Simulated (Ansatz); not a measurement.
`[F][Mo]([F])(=[S])([Cl])[Cl]` and `[O]=[Mo]([F])([F])([Cl])[Cl]` differ in one element.

Ansatz, PBE0-D4/def2-TZVP geometries, multiplicity 1. 

Elements past krypton have def2 core potentials.

```
                                      property  `[F][Mo]([F])(=[S])([Cl])[Cl]`
           LUMO energy (B3LYP/def2-TZVPP) / eV                           -5.03
            HOMO energy (PBE0/def2-TZVPP) / eV                           -9.12
         HOMO energy (ωB97M-V/def2-TZVPP) / eV                          -11.19
size of the dipole moment (PBE/def2-TZVPP) / D                            1.37
            LUMO energy (PBE0/def2-TZVPP) / eV                           -4.86
             LUMO energy (PBE/def2-TZVPP) / eV                           -5.47
```

(1) Give the same properties after the change, and the shifts. (An estimate is asked.)

Answers

(1) Ansatz gave: 
| property | `[O]=[Mo]([F])([F])([Cl])[Cl]` | shift |
| --- | --- | --- |
| LUMO energy (B3LYP/def2-TZVPP) / eV | -5.49 | -0.46 |
| HOMO energy (PBE0/def2-TZVPP) / eV | -9.55 | -0.43 |
| HOMO energy (ωB97M-V/def2-TZVPP) / eV | -11.70 | -0.51 |
| size of the dipole moment (PBE/def2-TZVPP) / D | 0.68 | -0.69 |
| LUMO energy (PBE0/def2-TZVPP) / eV | -5.31 | -0.45 |
| LUMO energy (PBE/def2-TZVPP) / eV | -5.83 | -0.36 |

Dipoles are sizes alone; their direction can turn.

B3LYP here is the variant with VWN-RPA as its local correlation; programs differ in this.
